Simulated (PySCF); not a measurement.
## Calculated data, C2H5AlF, CH3AlBF, B2H4NSi

Calculation on a computer-drawn molecule: the log of a Hartree-Fock and frozen-core CCSD(T) single point meant for a local Hartree-Fock minimum, with one planted fault or none, to be diagnosed. Offsets are logged minus clean, where the clean run is the same molecule without the fault. The reference is restricted for singlets and unrestricted otherwise, and also for a bond in bohr or an excited solution. Adding or removing an electron swaps singlet and doublet. The excited solution moves the top pair (singlet) or top alpha electron (doublet) to the lowest empty orbital. Highest occupied and lowest empty are orbital energies over both spins, largest force is the largest gradient component, triples share is (T) over the correlation energy, the T1 limit is 0.02 restricted and 0.045 unrestricted, electrons count all cores, a negative frequency is imaginary (commonest isotopes), and the dipole is about the centre of nuclear charge. Program: PySCF 2.14.0.

Common to all runs: meant basis cc-pV(D+d)Z; logged SCF converged yes; logged CC converged yes; logged SCF stable within its kind yes; possible faults no fault, one electron removed, one electron added, multiplicity raised by two, geometry at a saddle point, SCF held on an excited solution, minimal basis STO-3G, one bond length entered in bohr, all coordinates scaled.

(1) 
```xyz
9
formula=C2H5AlF meant_charge=0 meant_multiplicity=2 logged_electrons=39 logged_basis_functions=90 logged_spin_squared=1.6762 logged_highest_occupied=-11.198 logged_lowest_empty=0.99874 logged_largest_force=0.040411 logged_T1_diagnostic=0.021954 logged_D1_diagnostic=0.093442 logged_triples_share=0.020631 logged_dipole_magnitude=2.0549 logged_energy_HF=-419.93603 logged_energy_CCSD(T)=-420.46487 planted_fault=one_bond_length_entered_in_bohr,row_1_of_the_drawn_bonds HF_energy_offset_from_clean_run=74 CCSD(T)_energy_offset_from_clean_run=96.25
C      0.2508     0.2216    -0.5004
C     -0.6563     1.5041     1.8789
Al    -2.2104     1.0530     2.9090
F     -2.5376     1.9479     4.2654
H      0.3045     0.9332    -1.3316
H     -0.3951    -0.6026    -0.8108
H      1.2612    -0.1802    -0.3665
H     -0.0179     2.3306     2.1942
H     -3.2051    -0.1115     2.5602
```

Units: logged_highest_occupied, logged_lowest_empty in eV; logged_largest_force in hartree/bohr; logged_dipole_magnitude in debye; logged_energy_HF, logged_energy_CCSD(T) in hartree; HF_energy_offset_from_clean_run, CCSD(T)_energy_offset_from_clean_run in kcal/mol.

Drawn bonds:
```
atom  other atom  order
   1           2      1
   2           3      1
   3           4      1
   1           5      1
   1           6      1
   1           7      1
   2           8      1
   3           9      1
```

(2) 
```xyz
7
formula=CH3AlBF meant_charge=0 meant_multiplicity=1 logged_electrons=36 logged_basis_functions=80 logged_spin_squared=2.0202 logged_highest_occupied=-4.318 logged_lowest_empty=-1.1742 logged_largest_force=0.057002 logged_T1_diagnostic=0.018235 logged_D1_diagnostic=0.054576 logged_triples_share=0.026276 logged_dipole_magnitude=7.1829 logged_energy_HF=-405.5187 logged_energy_CCSD(T)=-406.00056 planted_fault=multiplicity_raised_by_two HF_energy_offset_from_clean_run=93.51 CCSD(T)_energy_offset_from_clean_run=107.7
F     -3.1832    -4.2541    -0.8755
B     -2.1593    -3.7218    -1.4320
C     -1.0672    -3.0768    -1.9790
Al    -0.6494    -1.3447    -1.2896
H     -0.4735    -3.5325    -2.7646
H     -1.5679    -0.7510    -0.1419
H      0.5783    -0.5186    -1.8434
```

Units: logged_highest_occupied, logged_lowest_empty in eV; logged_largest_force in hartree/bohr; logged_dipole_magnitude in debye; logged_energy_HF, logged_energy_CCSD(T) in hartree; HF_energy_offset_from_clean_run, CCSD(T)_energy_offset_from_clean_run in kcal/mol.

Drawn bonds:
```
atom  other atom  order
   1           2      1
   2           3      2
   3           4      1
   3           5      1
   4           6      1
   4           7      1
```

(3) 
```xyz
8
formula=B2H4NSi meant_charge=1 meant_multiplicity=1 logged_electrons=34 logged_basis_functions=85 logged_spin_squared=0 logged_highest_occupied=-16.43 logged_lowest_empty=-6.7379 logged_largest_force=5.677e-05 logged_lowest_frequency=-230.93 logged_T1_diagnostic=0.020411 logged_D1_diagnostic=0.067302 logged_triples_share=0.035863 logged_dipole_magnitude=3.0009 logged_energy_HF=-394.76325 logged_energy_CCSD(T)=-395.21662
B     -1.8717    -0.8968     0.0000
Si    -0.4957     0.6732     0.0000
B      1.4610     0.4221     0.0000
N      2.6636     0.2401     0.0000
H     -3.0235    -0.6102     0.0000
H     -1.4384    -2.0017     0.0000
H     -0.9415     2.0721     0.0000
H      3.6461     0.1012     0.0000
```

Units: logged_highest_occupied, logged_lowest_empty in eV; logged_largest_force in hartree/bohr; logged_lowest_frequency in cm⁻¹; logged_dipole_magnitude in debye; logged_energy_HF, logged_energy_CCSD(T) in hartree.

Drawn bonds:
```
atom  other atom  order
   1           2      1
   2           3      1
   3           4      2
   1           5      1
   1           6      1
   2           7      1
   4           8      1
```

Notes: T1 above single-reference limit.

Questions
1. B2H4NSi (entry 3): planted fault?

Calculated values
1. geometry at a saddle point

Further results for B2H4NSi (entry 3):

```
HF energy offset from clean run      : 4.509 kcal/mol
CCSD(T) energy offset from clean run : 5.204 kcal/mol
```
